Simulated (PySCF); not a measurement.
# Ta⁺ (tantalum, charge +1) across methods

[Xe] 4f14 5d2 6s1 7s1, high-spin 5F determinant (an excited configuration). All numbers are calculated (PySCF 2.14, a scalar-relativistic core potential, in aug-cc-pwCVDZ-PP with ECP60MDF (6s6p5d3f, 70 functions)).

```
   method  E (hartree)  mean ε 5d α (eV)  mean ε 6s α (eV)  mean ε 7s α (eV)  Σ⟨r²⟩ (bohr²)   ⟨S²⟩
     PW91     -56.7236           -17.002           -15.824            -5.241          81.89  6.001
      PBE     -56.6943           -16.947           -15.747            -5.226          82.16  6.001
   r2SCAN     -56.6988           -17.464           -15.903            -5.142          84.27  6.002
  wB97X-V     -56.6362           -20.631           -18.424            -6.264          85.61  6.001
CAM-B3LYP     -56.6247           -19.665           -17.721            -5.864          84.61  6.001
  r2SCANh     -56.6831           -17.984           -16.220            -5.258          84.43  6.002
      LDA     -56.5144           -16.820           -16.060            -5.252          81.39  6.000
      UHF    -56.20452           -22.236           -18.478            -6.082          89.48  6.005
     PBE0     -56.6652           -18.416           -16.531            -5.520          83.48  6.001
```

Energies and moments cover only the electrons outside the core potential. Spin-orbit coupling, absent here, splits the open shell strongly. The outer electron is Rydberg-like, and this basis confines it to a smaller radius and binds it less than a complete one would.
